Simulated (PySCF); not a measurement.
# SbH: frontier orbitals

UHF at R = 1.721 Å; Sb cc-pVTZ-PP with ECP28, H cc-pVTZ; scalar-relativistic core potentials (PySCF 2.14). State: ³Σ⁻ (triplet), unpaired electrons π ↑↑. Only the outer orbitals are listed, counted within each symmetry, core potentials removing the inner ones.

```
spin  orbital  occ.  ε (eV)  on Sb (%)           main shells (%)
   α       4σ     1  -20.20         87           86 Sb s, 12 H s
   α       5σ     1  -11.45         63  49 Sb p, 37 H s, 10 Sb s
   α       3π     1   -9.02        100                  100 Sb p
   α       3π     1   -9.02        100                  100 Sb p
   α       6σ     0    3.02         56           59 Sb p, 46 H s
   α       7σ     0    4.79        110                   97 Sb s
   α       2δ     0    7.54        100                  100 Sb d
   β       4σ     1  -16.91         71           66 Sb s, 29 H s
   β       5σ     1  -10.70         70  43 Sb p, 30 H s, 26 Sb s
   β       3π     0    0.71        100                  100 Sb p
   β       3π     0    0.71        100                  100 Sb p
   β       6σ     0    3.64         63           60 Sb p, 40 H s
```

Question: Which are the highest filled and the lowest empty level, where do they sit, and how wide is the gap?

Answer: Highest filled α 3π at -9.02 eV (in %: 100 Sb p); lowest empty β 3π at 0.71 eV (in %: 100 Sb p); the gap at UHF is 9.73 eV. Both belong to one degenerate shell, split only by its one-sided filling, so this is no excitation gap. An empty level above zero is unbound, and its energy depends on the basis.

```
bond order (Mayer)                              : 0.96
⟨S²⟩                                            : 2.021
charge on Sb (Mulliken, basis-dependent)        : 0.10
charge on Sb (Löwdin, basis-dependent)          : 0.21
dipole moment (positive dipole means Sb(−)H(+)) : -0.13 D
polarisability along the bond                   : 43.8 bohr³
polarisability across the bond                  : 36.0 bohr³
```

Shares are Mulliken populations and can fall outside 0 to 100 %.

Spin–orbit coupling is left out. The state is the lowest determinant that a PBE0 search found; another state may lie lower at other levels.
